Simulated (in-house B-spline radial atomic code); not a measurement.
A run on Mo⁵⁺ (an excited or competing configuration) that did not converge. Method: scalar-relativistic (X2C) wB97X, spin-polarised, spherical fractional occupations, exact exchange averaged over the configuration, Fermi nucleus of rms radius 4.4091 fm; computed with a B-spline radial code for spherical atoms.

Command:
```bash
python run_scf.py task.json out
```
Settings (nuclear radius in fm, mass in u):
```
Z                42
configuration    [Ar] 3d9 4s2 4p6 4d1 5f1
hamiltonian      x2c
method           wb97x
spin_polarised   True
nucleus          fermi
rms_radius       4.4091
atomic_mass      97.9054
speed_of_light   137.035999084
exact_exchange   averaged over the configuration
```

First and last ten iterations of the last attempt (damped for 15 steps, keeping 80 % of the old Fock matrix, then DIIS):
```
 iter        energy (Eh)    residual
    1       -4024.834231    5.84e-01
    2       -4031.234772    3.06e-01
    3       -4032.005390    2.09e-01
    4       -4032.385542    1.42e-01
    5       -4032.572469    9.69e-02
    6       -4032.664594    7.13e-02
    7       -4032.710248    5.27e-02
    8       -4032.733010    3.91e-02
    9       -4032.744549    2.91e-02
   10       -4032.750352    2.18e-02
  111       -4032.756827    9.35e-06
  112       -4032.756827    2.88e-05
  113       -4032.756827    3.80e-05
  114       -4032.756827    2.00e-05
  115       -4032.756827    2.09e-05
  116       -4032.756827    3.20e-05
  117       -4032.756827    3.20e-05
  118       -4032.756827    1.35e-05
  119       -4032.756827    1.89e-05
  120       -4032.756827    2.62e-06
 not converged after 120 iterations
```

The smallest residual met was 2.3e-06; the threshold is about 4e-07. Over the last five steps the energy moves by less than 2e-08 hartree, but the orbitals didn't meet the threshold. Cost of the run: 13 s on 1 thread of AMD EPYC 9R45 96-Core Processor (shared host).
